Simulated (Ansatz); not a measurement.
This Ansatz (a quantum-chemistry and plane-wave program) input (PBE/6-311++G(3df,3pd)) gives -342.98570 Eh with 101 basis functions. A basis named .json is the Basis Set Exchange file of that set (core-valence sets with the plain set on hydrogen).

Ansatz 0.2 input:
```yaml
crystal:
  periodic: [false, false, false]
  atoms:
    - {symbol: P, position_ang: [0.44419552, -0.42234621, 0.30461839]}
    - {symbol: H, position_ang: [0.26214670, 0.73525010, -0.49877794]}
    - {symbol: H, position_ang: [0.79481564, -1.24221109, -0.79625105]}
    - {symbol: H, position_ang: [-0.92468150, -0.78335548, 0.25100014]}
basis:
  gaussian:
    orbitals: 6-311++G_3df_3pd_.json
hamiltonian:
  xc: {name: PBE}
magnetization: {spin_polarized: false}
```

Change:
```diff
- orbitals: 6-311++G_3df_3pd_.json
+ orbitals: def2-SVP
```

Question: What does the run give now?

Answer: -342.86073 Eh (PBE/def2-SVP, 33 functions), a change of +124.97 mEh.
